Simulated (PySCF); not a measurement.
**TDDFT excited states: C6H4F2**

C6H4F2.
Structure used (PBE0-D3(BJ)/def2-SVP), in Å, numbered top down from 1:
```xyz
12
C6H4F2 angstrom
C      2.513    1.427   -1.135
C      1.451    1.164   -0.608
C      0.245    0.822    0.003
C     -0.971    1.092    0.396
C     -0.470   -0.260    0.772
C     -0.959   -1.491    0.065
F     -0.004   -2.447    0.073
F     -2.038   -1.999    0.707
H      3.452    1.666   -1.600
H     -1.792    1.798    0.474
H     -0.172   -0.474    1.812
H     -1.241   -1.283   -0.984
```

Method used: TDDFT B3LYP/def2-SVPD, vertical, gas phase, core orbitals frozen in the response in PySCF 2.14.0, density-fitted response routines.

```
state  E (eV)  E (hartree)       f  main configurations (H = HOMO, L = LUMO)
   S1    4.66       0.1714  0.0010                               H-1→L (97%)
   S2    5.03       0.1847   0.164                  H→L (85%), H-1→L+1 (10%)
   S3    5.85       0.2150  0.0006                               H→L+1 (96%)
   S4    6.32       0.2322  0.0042                  H-3→L (54%), H-2→L (40%)
   S5    6.40       0.2351  0.0072   H-3→L (44%), H-2→L (43%), H-1→L+1 (10%)
   S6    7.03       0.2582  0.0011                               H→L+2 (97%)
```

The lowest singlet comes at 266 nm (450 kJ/mol) in the ultraviolet; it is very weak; its leading configuration is HOMO-1→LUMO (97%). The most intense listed level is S2 at 5.03 eV (247 nm, f = 0.164), 0.36 eV above S1. Löwdin shares by element: HOMO carbon 74% or more (atoms not listed hold the other 26%); LUMO carbon 85% or more (atoms not listed hold the other 15%). Of the 6 states listed, 1 reaches f = 0.01 and none stays under 0.0005. Weighted by f, the mean energy of these states is 5.13 eV. The oscillator strengths of these states sum to 0.178; summed over the whole spectrum of an exact calculation they would give the number of electrons, 58 (Thomas–Reiche–Kuhn). Only the lowest 6 singlets were computed, as vertical energies without vibronic structure.

One conformer stands for the species.
